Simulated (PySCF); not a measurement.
Electronic structure of Cu³⁺ (copper, charge +3) at the UHF level

Configuration: [Ar] 3d8, high-spin 3F determinant. Calculation: PySCF 2.14, in aug-cc-pVDZ-DK (7s6p4d2f, 59 functions); the spin-free X2C one-electron Hamiltonian (Gaussian nucleus).

| Item | Value |
| --- | --- |
| Total energy | -1651.018357 hartree |
| One-electron energy | -2258.9435 hartree |
| Hartree (Coulomb) energy | 673.4867 hartree |
| Exchange energy | -65.5616 hartree |
| ⟨S²⟩ | 2.0020 |
| ⟨L²⟩ | 12.020 |
| Sum of ⟨r⟩ | 14.42 bohr |
| Sum of ⟨r²⟩ | 12.68 bohr² |
| Langevin diamagnetic susceptibility | -10.0 ×10⁻⁶ cm³/mol |
| Time after the integrals | 0.42 s of wall time on 1 thread of Neoverse-N1 (shared host) |

```json
{"shell": "1s α", "electrons": "1", "mean orbital energy (eV)": "-9094.6", "spread (eV)": "0", "rms radius, mean of both spins (bohr)": "0.0601"}
{"shell": "1s β", "electrons": "1", "mean orbital energy (eV)": "-9094.5", "spread (eV)": "0", "rms radius, mean of both spins (bohr)": "0.0601"}
{"shell": "2s α", "electrons": "1", "mean orbital energy (eV)": "-1183.3", "spread (eV)": "0", "rms radius, mean of both spins (bohr)": "0.254"}
{"shell": "2s β", "electrons": "1", "mean orbital energy (eV)": "-1180.9", "spread (eV)": "0", "rms radius, mean of both spins (bohr)": "0.254"}
{"shell": "2p α", "electrons": "3", "mean orbital energy (eV)": "-1023.9", "spread (eV)": "0", "rms radius, mean of both spins (bohr)": "0.228"}
{"shell": "2p β", "electrons": "3", "mean orbital energy (eV)": "-1021.5", "spread (eV)": "0", "rms radius, mean of both spins (bohr)": "0.228"}
{"shell": "3s α", "electrons": "1", "mean orbital energy (eV)": "-190.63", "spread (eV)": "0", "rms radius, mean of both spins (bohr)": "0.757"}
{"shell": "3s β", "electrons": "1", "mean orbital energy (eV)": "-184.81", "spread (eV)": "0", "rms radius, mean of both spins (bohr)": "0.757"}
{"shell": "3p α", "electrons": "3", "mean orbital energy (eV)": "-141.76", "spread (eV)": "0", "rms radius, mean of both spins (bohr)": "0.799"}
{"shell": "3p β", "electrons": "3", "mean orbital energy (eV)": "-134.78", "spread (eV)": "0", "rms radius, mean of both spins (bohr)": "0.799"}
{"shell": "3d α", "electrons": "5", "mean orbital energy (eV)": "-62.224", "spread (eV)": "1.607", "rms radius, mean of both spins (bohr)": "0.952"}
{"shell": "3d β", "electrons": "3", "mean orbital energy (eV)": "-59.406", "spread (eV)": "0", "rms radius, mean of both spins (bohr)": "0.952"}
```

Densities and radii are taken from the X2C orbitals without a picture-change correction, which distorts them close to the nucleus.
